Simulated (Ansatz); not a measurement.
Ansatz (a program for electronic structure) input (RI-MP2/def2-TZVPP):
A basis named .json is the Basis Set Exchange file of that set.

Ansatz 0.2 input:
```yaml
crystal:
  periodic: [false, false, false]
  atoms:
    - {symbol: Ba, position_ang: [-0.00000000, -0.00000000, -0.28999881]}
    - {symbol: F, position_ang: [0.00000000, 0.00000000, 1.80443702]}
basis:
  gaussian:
    orbitals: def2-TZVPP
    fitting: {mean_field: def2-universal-jkfit, correlation: def2-TZVPP-RIFIT.json}
total_charge: 1
magnetization: {spin_polarized: false}
correlation: {method: mp2, electrons: outside_noble_gas}
```

End of the output:

```
integrals: 0.01 GiB planned
207 factors; integrals over basis functions are off by at most 1.6e0 eV
185 factors; integrals over basis functions are off by at most 5.5e-1 eV
mean field: 0.08 GiB planned
mean field evaluation 1: about -3374.6675 eV, gradient 9.4e1 eV
mean field evaluation 2: about -3372.0721 eV, gradient 1.0e2 eV
mean field evaluation 4: about -3387.9531 eV, gradient 7.7e-1 eV
mean field evaluation 8: about -3387.9561 eV, gradient 7.3e-7 eV
mean field -3387.95613690 eV, -124.5050915920 hartree, gradient 7.3e-7 eV, S^2 0.000000; 0 other end points of the search recorded, 0 dependent functions left out
5 core orbitals not correlated, not the lowest: weight in the atoms' cores, before any rotation towards them, 0.864 or more for the frozen orbitals, at most 0.126 for the correlated occupied ones
reference -3387.95613690 eV, -124.5050915920 hartree; 4, 4 occupied and 62, 62 virtual orbitals, 185 factors
second order -7.55210195 eV of doubles, -0.00000000 eV of singles
Total energy: -3395.50823885 eV, -124.7826262196 hartree
```
